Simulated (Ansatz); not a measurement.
Cartesian coordinates in Å:
```
O -1.228 -0.911 -1.265
C -0.004 -0.576 -1.470
C 0.594 0.315 -0.579
Al -1.481 0.720 -0.360
Sn 0.955 -0.342 1.456
H 0.458 -0.910 -2.407
H 1.489 0.812 -0.942
H -1.986 0.580 1.143
H -2.051 1.807 -1.357
H 2.600 -0.816 1.473
H -0.071 -1.652 1.796
H 0.725 0.972 2.512
```

The species carries charge 0 and has multiplicity 1. Sn takes the def2 core potential. The bonds changed during the relaxation, so this is another structure than the one it started from.

**Question.** List the PBE0/def2-TZVPP orbital energies in eV (the Gaussian-basis code of Ansatz). (Estimate.)

**Answer.** Computed: Occupied: -1527.48, -523.36, -281.28, -278.53, -140.30, -113.32, -94.96, -94.90, -94.89, -73.37, -73.32, -73.23, -30.00, -28.74, -28.70, -28.69, -28.58, -28.57, -21.34, -16.90, -14.87, -14.41, -12.93, -12.53, -10.74, -9.58, -9.49, -9.33, -8.93, -7.93, -7.68. Lowest empty: -1.66, -0.06, 0.36, 0.63, 0.80, 0.88, 1.36, 1.86.
